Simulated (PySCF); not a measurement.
SnH2F2, SMILES [F][SnH2][F]. Atoms are numbered in the order given.

```xyz
5

Sn     0.0000     0.0000     0.2835
F      1.5097     0.0000    -0.9077
F     -1.5097     0.0000    -0.9077
H      0.0000     1.4975     1.0806
H      0.0000    -1.4975     1.0806
```

Geometry optimised at B3LYP-D3(BJ)/def2-TZVP. The def2 effective core potentials stand for the cores of Sn; spin–orbit coupling is left out.

The numbers are results of PySCF with TDA-B3LYP/def2-SVPD, not measurements.

Vertical excitations. The molecule is in vacuum. State labels are in the subgroup C2v.

Computed excitation energies, oscillator strengths and character:
```csv
state,symmetry,energy (eV),λ (nm),f,main pairs
S1,A2,7.39,168,0.000,HOMO→LUMO+1 95 %
S2,B2,7.39,168,0.045,"HOMO→LUMO 64 %, HOMO→LUMO+2 30 %"
S3,B1,7.86,158,0.004,"HOMO−2→LUMO 79 %, HOMO−1→LUMO+1 18 %"
S4,A1,8.01,155,0.073,HOMO−1→LUMO 77 %
S5,A2,8.01,155,0.000,HOMO−3→LUMO 92 %
S6,B2,8.30,149,0.255,"HOMO→LUMO+2 62 %, HOMO→LUMO 17 %, HOMO−5→LUMO 11 %"
S7,A1,8.34,149,0.006,HOMO−2→LUMO+1 87 %
S8,B2,8.46,147,0.005,HOMO−3→LUMO+1 92 %
S9,B1,8.64,144,0.039,"HOMO−1→LUMO+1 59 %, HOMO−2→LUMO+2 17 %, HOMO−2→LUMO 15 %"
S10,A1,8.85,140,0.018,HOMO−1→LUMO+2 89 %
T1,B2,6.16,201,0,HOMO→LUMO 90 %
T2,A2,6.99,177,0,HOMO→LUMO+1 91 %
T3,A1,7.25,171,0,HOMO−1→LUMO 90 %
T4,B2,7.28,170,0,HOMO→LUMO+2 85 %
```
Triplets are in the Tamm–Dancoff approximation.
